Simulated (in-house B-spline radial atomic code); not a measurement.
Bi³⁺. Computed with a B-spline radial atomic code. Model: all-electron spherical atom, spin shells full or empty, radial basis limit, no spin-orbit coupling, Breit or QED, empty-state partial waves extrapolated as (l+1/2)^-4, RPA, G0W0 and static COHSEX of the highest shell as one setting changes (uncorrelated shells keep exact exchange).

Without the two-electron picture change, core correlation of heavy ions comes too large.

Given: element Bi; charge 3; filled core Xe; hamiltonian one-electron scalar X2C; mean-field start LDA VWN5; highest l of empty states 9; nuclear rms radius 5.5211 fm; highest mean-field shell 6s.

Shell: 4f 7 7, 5d 5 5, 6s 1 1 (electrons up and down).

| lowest nl shells left uncorrelated | RPA correlation energy (hartree) | G0W0 level (eV) | G0W0 minus most complete (meV) | COHSEX level (eV) | removal by RPA minus most complete (meV) |
| --- | --- | --- | --- | --- | --- |
| 0 | -7.302 | -45.428 | 0 | -47.586 | 0 |
| 1 | -7.0516 | -45.428 | 0.1 | -47.586 | -0.1 |
| 2 | -6.8344 | -45.429 | -1 | -47.589 | 1.2 |
| 3 | ? | ? | ? | ? | ? |
| 4 | -6.0055 | -45.433 | -4.6 | -47.597 | 5.3 |
| 5 | -5.3792 | -45.431 | -3 | -47.596 | 4.6 |
| 6 | ? | ? | ? | ? | ? |
| 7 | -4.1473 | -45.445 | -17.1 | -47.634 | 20.9 |
| 8 | -3.5728 | -45.447 | -18.5 | -47.642 | 19.1 |
| 9 | -2.5974 | -45.413 | 15 | -47.59 | -27.6 |
| 10 | -2.3975 | -45.475 | -47 | -47.704 | 25.3 |
| 11 | -1.0877 | -45.31 | 118.2 | -47.452 | -75.7 |
| 12 | -0.68923 | -45.255 | 173.1 | -47.387 | -160 |
| 13 | -0.057803 | -44.107 | 1321.2 | -45.543 | -1599.6 |

Q: What follows for lowest nl shells left uncorrelated = 6?

A: RPA correlation energy -4.3373 hartree; G0W0 level -45.419 eV; G0W0 minus most complete 8.6 meV; COHSEX level -47.576 eV; removal by RPA minus most complete -2.9 meV.

Q: What follows for lowest nl shells left uncorrelated = 3?

A: RPA correlation energy -6.2074 hartree; G0W0 level -45.428 eV; G0W0 minus most complete 0.3 meV; COHSEX level -47.586 eV; removal by RPA minus most complete 0.4 meV.
